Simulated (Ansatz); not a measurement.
Born–Oppenheimer molecular dynamics of F4GeH2O (8 atoms, charge 0, multiplicity 1). It starts at the highest image of a converged band, a first-order saddle point between two minima.

All numbers below come from Ansatz 0.2.0, RKS PBE/def2-SVP.

```yaml
ensemble: NVE (velocity Verlet)
time_step: 0.5 fs
steps_asked: 200
starting_velocities_drawn_for: 300 K
seed: 2306
```

First frame:

```xyz
8
Properties=species:S:1:pos:R:3
Ge -0.306 0.075 -0.145
F -0.223 0.747 1.747
F 1.183 -0.758 0.152
F -0.249 1.698 -0.731
F -0.822 -0.796 -1.568
O -1.881 -0.384 0.839
H -2.130 -1.330 0.824
H -1.233 0.118 1.713
```

Question: How far do the bonds stretch over the last three quarters of this one trajectory? (Pairs bonded in most of those frames.)

Answer: 
```
  bond  mean (Å)  spread (Å)  shortest  longest
Ge1–F3     1.737       0.032      1.69     1.79
Ge1–F4     1.731       0.016      1.70     1.75
Ge1–F5     1.736       0.053      1.67     1.83
Ge1–O6     1.823       0.052      1.75     1.90
 F2–H8     0.990       0.049      0.93     1.09
 O6–H7     0.981       0.026      0.94     1.02
```

Pairs bonded in part of these frames only: Ge1–F2 44 %.

Mean temperature of the second half: 429 K. The conserved energy stayed within 0.16 meV per atom of its start (net change 0.065 meV per atom), so the integration is sound. The kinetic energy rose, since the run started high on the potential surface and went downhill. It ends in pieces (F3GeHO + FH), so much of that is their flight and rotation, not heat. A run of 0.1 ps of so small a system gives no equilibrium averages. The orbitals stay closed-shell, which can raise the energy where a bond breaks towards radicals; this wasn't checked here.

Time of the run: 3.6 min on 2 threads of Intel(R) Xeon(R) 6975P-C (Granite Rapids), on a shared host, peak memory 0.16 GiB.
